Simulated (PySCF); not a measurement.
OsO3, SMILES [Os](=[O])(=[O])=[O] (connectivity only; charge and spin as stated), neutral, multiplicity 3. Atoms are numbered in the order given.

```xyz
4

Os     0.0000     0.0000     0.0294
O      0.0000    -1.5555     0.7147
O      0.0000     0.0000    -1.7086
O      0.0000     1.5555     0.7147
```
Charge 0, spin multiplicity 3.

Geometry optimised at PBE0-D3(BJ)/def2-TZVP. A frequency run showed that this geometry is not a minimum. The spin state was assumed, not searched. The def2 effective core potentials stand for the cores of Os; spin–orbit coupling is left out.

Method: PBE/def2-TZVPD (PySCF).

The molecule is in vacuum.

Computed frontier levels, dipole moment and polarisability:
| Property | Value |
|---|---|
| α spin, highest occupied and lowest empty level | -6.03 and -5.37 eV |
| β spin, highest occupied and lowest empty level | -8.21 and -6.94 eV |
| dipole moment | 0.88 D |
| quadrupole, principal values (traceless, Buckingham form, about the centre of nuclear charge) | -4.44, -3.56, 8.00 D·Å |
| mean static polarisability | 47.3 bohr³ (7.00 Å³) |
| polarisability, principal values | 32.7, 51.0, 58.1 bohr³ |
| ⟨S²⟩ | 2.006 (pure state 2.00) |
